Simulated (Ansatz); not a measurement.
`CC1[SiH2]C1=S` + H₂ → `S=C1C[SiH2]1` + CH₄  (hydrogenolysis of a C–C bond)

Isolated molecules relaxed with PBE0-D4/def2-TZVP in Ansatz; ΔE leaves out vibrations. CBS: MP2 limit from def2 TZ/QZ plus the TZ coupled-cluster correction, frozen cores. This one scheme is used for every species. DFT in def2-TZVPP.

```json
{"level": "LDA (SPW92)", "ΔE (kcal/mol)": "-12.3"}
{"level": "PBE-D4", "ΔE (kcal/mol)": "-13.2"}
{"level": "r2SCAN", "ΔE (kcal/mol)": "-14.6"}
{"level": "PBE0", "ΔE (kcal/mol)": "-15.8"}
{"level": "BHLYP", "ΔE (kcal/mol)": "-18.4"}
{"level": "MP2/def2-SVP", "ΔE (kcal/mol)": "-13.1"}
{"level": "CCSD(T)/def2-TZVPP", "ΔE (kcal/mol)": "-15.1"}
{"level": "HF/CBS(def2)", "ΔE (kcal/mol)": "-20.8"}
```

Task: What does CCSD(T)/CBS give? (Best estimate.)

Result: Computed: -14.7 kcal/mol. The listed levels differ from it by 2.4, 1.5, 0.1, -1.1, -3.7, 1.6, -0.4, -6.1 kcal/mol.

Largest T1 diagnostic among the species: 0.017.

Leaving LDA and LC-ωPBE aside and taking each functional with its dispersion term where it has one, the values, not all of them listed here, spread over 4.4 kcal/mol, from BHLYP-D4 to revPBE-D4. LDA lies +2.5 kcal/mol from PBE without D4. From BLYP to BHLYP (50 % exact exchange), in def2-TZVPP and without D4, ΔE moves by −1.3 kcal/mol.
